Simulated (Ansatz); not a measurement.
Match the barriers

Saddle point of Si2NH8OF3, singlet (Si₂H₃F₃ ([F][Si]([F])([F])[SiH3]) + H₂O + NH₃ → SiNH₂F₃ ([NH2][Si]([F])([F])[F]) + SiH₄ + H₂O; bonds formed: Si2–H8, H6–O9; dative contacts that become bonds: Si1–N7; bonds broken: Si1–Si2, H6–N7, H8–O9), PBE0-D4/def2-TZVP structure:

Si1  (-0.898, 0.823, -0.734)
Si2  (0.958, -1.461, -0.839)
F3  (-0.352, 0.728, -2.214)
F4  (-1.990, -0.223, -0.239)
F5  (-1.853, 2.104, -0.884)
H6  (-0.062, 0.496, 1.550)
N7  (0.106, 1.484, 0.574)
H8  (0.168, -0.941, 0.928)
O9  (-0.059, -0.556, 1.954)
H10  (1.511, -2.622, -0.057)
H11  (0.279, -2.084, -2.012)
H12  (2.182, -0.773, -1.367)
H13  (1.100, 1.413, 0.381)
H14  (-0.129, 2.448, 0.796)
H15  (-0.961, -0.837, 2.160)
(Å)

Computed with Ansatz 0.2.0 (basis: def2-TZVPP, with def2-QZVPP for the basis limit); correlated methods freeze the cores. B3LYP uses VWN-RPA correlation. Extrapolation: Hartree–Fock as exp(−7.88 √X), correlation as X^−2.97. Four methods, as single points on the PBE0-D4 structures, gave these electronic barriers from the start structure: 117.6, 183.1, 209.6, 264.8 kJ/mol.

Question: The methods were, in alphabetical order, B3LYP-D4, BHLYP-D4, HF, SPW92. Which gave which? (Judge from chemistry; the calculation decides.)

Answer: Computed: SPW92 117.6; B3LYP-D4 183.1; BHLYP-D4 209.6; HF 264.8 kJ/mol. For comparison, CCSD(T) at an estimated basis limit (MP2 extrapolated from triple and quadruple zeta, plus CCSD(T) − MP2 in triple zeta) gives 201.6 kJ/mol.

T1 diagnostic: at most 0.013.

Labels in which every atom is bracketed show which atoms are joined, not bond orders.

For scale, one of the runs: CCSD(T)/def2-TZVPP, 351 basis functions, launched by `ansatz run in.yaml --threads 4 --pin off --events-out ev --progress --plain --max-ram 66560MiB --backend cuda --devices 0, --max-vram 37GiB`. Time: 14 s of wall clock on 4 CPU threads of an AMD EPYC 7R13 and a share of one NVIDIA H100; the host was shared. Peak host memory: 0.86 GiB.
